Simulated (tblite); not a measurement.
Planning a tight-binding relaxation on `CCO[Si@H](O)[SiH2][SiH2]Cl`.

Method: GFN2-xTB geometry optimisation, gas phase (tblite 0.8.0). Work: L-BFGS relaxation. The command runs a driver script over a list of jobs; the input below is this job's line of settings and its coordinates in Å.

Command:
```bash
OMP_NUM_THREADS=1 python probes_run.py task.json out
```

Input:
```
{"job": {"kind": "relax", "xc": "GFN2-xTB", "basis": "xTB"}, "charge": 0, "multiplicity": 1}
C     -3.559000     0.261000    -0.110500
C     -2.192000    -0.129800     0.319700
O     -1.288800    -0.354300    -0.729200
Si     0.194100    -0.780200    -0.034200
O      0.099900    -0.385600     1.654500
Si     1.942800     0.265200    -0.897300
Si     3.712800     0.091500     0.485300
Cl     3.908200     1.945100     1.483200
H     -4.019300    -0.575200    -0.699100
H     -4.176600     0.415900     0.835400
H     -3.578300     1.220000    -0.662800
H     -1.796800     0.673600     1.004800
H     -2.298000    -1.041200     0.979300
H      0.360200    -2.245400    -0.174800
H      0.250700     0.608900     1.776400
H      2.318900    -0.437500    -2.116900
H      1.709100     1.681600    -1.190800
H      3.525400    -1.002900     1.451300
H      4.876600    -0.201400    -0.351500
```

Hardware: Arm Neoverse N1, one thread, no GPU, shared host with 64 logical CPUs at a one-minute load of 57.

**Question.** How long does the run take?

**Answer.** About 5.0 s. The run took 257 evaluations, 19 ms each.

The host was shared with other jobs, so the times are rough.

The run converged: energy lowered by 30.1 kcal/mol over 256 steps; largest atomic force 0.010 eV/Å at the end.
